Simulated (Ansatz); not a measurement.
Relaxation of FGe2H3O (7 atoms, charge 0, multiplicity 1), to a largest force component of 0.02 eV/Å in at most 50 steps.

All numbers below come from Ansatz, RKS B3LYP-D4/def2-SVP.

```xyz
7
Properties=species:S:1:pos:R:3
F -2.348 -0.573 -0.363
Ge -0.824 0.078 -0.854
O 0.415 -1.045 -0.304
Ge 0.868 0.240 0.910
H -0.526 0.484 -2.337
H 0.323 -0.198 2.321
H 2.154 0.946 0.581
```

Task: Where does it end, and by what steps?

Result: The forces met the threshold. After 6 steps the energy has fallen by 0.456 eV; H5 moved furthest, 0.23 Å.

```tsv
step	energy less start (eV)	largest force component (eV/Å)	accepted
0	0.0000	2.159	yes
1	-0.3721	1.111	yes
2	-0.4441	0.379	yes
3	-0.4533	0.225	yes
4	-0.4519	0.088	no
5	-0.4556	0.028	yes
6	-0.4557	0.011	yes
```

```xyz
7
Properties=species:S:1:pos:R:3
F -2.364 -0.511 -0.510
Ge -0.757 0.091 -0.846
O 0.509 -1.115 -0.326
Ge 0.797 0.258 0.892
H -0.753 0.431 -2.346
H 0.444 -0.131 2.339
H 2.186 0.908 0.750
```

Time of the run: 28 s on 2 threads of Arm Neoverse V1 (shared host), peak memory 0.27 GiB.
